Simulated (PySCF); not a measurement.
# Telling isomers of C3H11FOSi3 apart by NMR

Computational details: GFN2-xTB structure, shielding tensors at PBE0/pcSseg-1 (GIAO), in PySCF (isolated molecule, one conformer, fast rotation and ring inversion assumed for equivalent nuclei, non-relativistic).

Chemical shifts δ = σref − σ; TMS for $^{1}$H and $^{13}$C, all at this level. Splittings of carbon signals by F and P are missing where no couplings were computed. Where no couplings were computed, multiplicities follow the n + 1 count of equivalent neighbours, and m marks all less simple cases (inequivalent or close neighbours, rings, F or P nearby). Shifts are as computed. Against solution values, carbons near 30 ppm lie about +3 ppm off and those near 130 ppm about +5 ppm. Of 1309 compounds with measured shifts, 239 miss one by over three times the rms of a fit or turn the order of signals round; such compounds aren't used in these exercises.

(1) Tabulate the signals of `F[SiH2]/C=C(\[SiH3])OC[SiH3]`, `C[SiH2]/C(F)=C\[SiH2]O[SiH3]` and their relative energies.

(2) What is the quickest way to tell F[SiH2]/C=C(\[SiH3])OC[SiH3] from C[SiH2]/C(F)=C\[SiH2]O[SiH3]?

Results:

(1) 
```json
{"SMILES": "F[SiH2]/C=C(\\[SiH3])OC[SiH3]", "carbon types": "1×C 1×CH 1×CH2", "δC": "179.1, 104.2, 53.9", "δH": "5.60 (m, 2H), 5.27 (m, 1H), 4.11 (s, 3H), 4.05 (t, 3H), 3.58 (q, 2H)", "E rel. (kcal/mol)": "30.9"}
{"SMILES": "C[SiH2]/C(F)=C\\[SiH2]O[SiH3]", "carbon types": "1×C 1×CH 1×CH3", "δC": "191.8, 120.7, -5.9", "δH": "6.09 (m, 1H), 5.30 (d, 2H), 5.17 (s, 3H), 4.46 (m, 2H), 0.48 (t, 3H)", "E rel. (kcal/mol)": "0.0"}
```

Energies are electronic energies at PBE0/pcSseg-1 on these geometries, without zero-point or thermal terms, each for the one conformer computed, which needn't be the lowest.

(2) Both give the same number of carbon signals, but DEPT or the intensities differ. The first has an sp3 CH2 bonded to O and Si at 53.9 ppm, the second a methyl carbon bonded to Si (CH3) at -5.9 ppm. Their most deshielded carbons lie at 179.1 and 191.8 ppm. In the proton spectra the most deshielded non-exchanging signals are 5.60 (m, 2H) and 6.09 (m, 1H).
